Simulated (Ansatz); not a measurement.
Geometry optimisation, Ansatz 0.2.0, RKS LDA/def2-SVP.

The input (input.yaml):

```yaml
crystal:
  periodic: [false, false, false]
  atoms:
    - { symbol: C, position_ang: [0.6585, -2.386, -0.2423] }
    - { symbol: C, position_ang: [0.3155, -0.9476, 0.2787] }
    - { symbol: Si, position_ang: [-0.268, 0.2029, -1.1094] }
    - { symbol: Cl, position_ang: [1.3852, 0.4612, -2.4894] }
    - { symbol: Al, position_ang: [-0.7818, 2.2868, -0.1783] }
    - { symbol: "N", position_ang: [-0.61, 2.5748, 1.7214] }
    - { symbol: H, position_ang: [-0.2731, -2.7712, -0.7185] }
    - { symbol: H, position_ang: [0.9624, -2.9819, 0.5766] }
    - { symbol: H, position_ang: [1.4339, -2.29, -0.9607] }
    - { symbol: H, position_ang: [1.2356, -0.5249, 0.7743] }
    - { symbol: H, position_ang: [-0.4943, -0.9997, 1.0651] }
    - { symbol: H, position_ang: [-1.3979, -0.3552, -1.7468] }
    - { symbol: H, position_ang: [-1.3422, 3.5104, -1.1112] }
    - { symbol: H, position_ang: [0.3568, 2.3532, 1.9825] }
    - { symbol: H, position_ang: [-1.2026, 1.8164, 2.1872] }
basis:
  gaussian: { orbitals: def2-SVP }
hamiltonian:
  xc: lda
relax:
  f_tol: 0.015
  max_steps: 40
```

Command:

```bash
$ ansatz run input.yaml --threads 2 --pin off --max-ram 3072MiB --backend cpu --events-out ev --progress --plain --runs-dir out
```

**Question.** Where does it end, and by what steps?

**Answer.** It converged. The force dipped under the threshold on the way, but the program's further checks kept it going. After 19 steps the energy has fallen by 1.192 eV; H14 moved furthest, 1.51 Å.

```
step  energy less start (eV)  largest force component (eV/Å)  accepted
   0                  0.0000                           2.515       yes
   1                 -0.4871                           1.202       yes
   2                 -0.6019                           0.710       yes
   3                 -0.6644                           1.238       yes
   4                 -0.7619                           1.521       yes
   5                 -0.8619                           1.161       yes
   6                 -0.9807                           1.328       yes
   7                 -1.0722                           0.725       yes
   8                 -1.1079                           0.360       yes
   9                 -1.1386                           1.244       yes
  10                 -1.1797                           0.151       yes
  11                 -1.1771                           0.333        no
  12                 -1.1865                           0.092       yes
  13                 -1.1886                           0.164       yes
  14                 -1.1862                           0.162        no
  15                 -1.1908                           0.055       yes
  16                 -1.1912                           0.034       yes
  17                 -1.1917                           0.020       yes
  18                 -1.1919                           0.009       yes
  19                 -1.1919                           0.011       yes
```

```xyz
15
Properties=species:S:1:pos:R:3
C 0.682 -2.464 -0.357
C 0.181 -1.189 0.293
Si -0.348 0.109 -0.959
Cl 1.284 0.373 -2.259
Al -0.721 2.362 -0.122
N -0.492 2.642 1.613
H -0.119 -2.960 -0.948
H 1.053 -3.202 0.387
H 1.514 -2.243 -1.061
H 0.965 -0.733 0.942
H -0.697 -1.378 0.955
H -1.455 -0.483 -1.804
H -1.065 3.637 -1.026
H -0.542 3.559 2.069
H -0.261 1.919 2.303
```

The run took 61 s on 2 threads of Arm Neoverse V1, with other jobs on the host, peak memory 0.19 GiB.
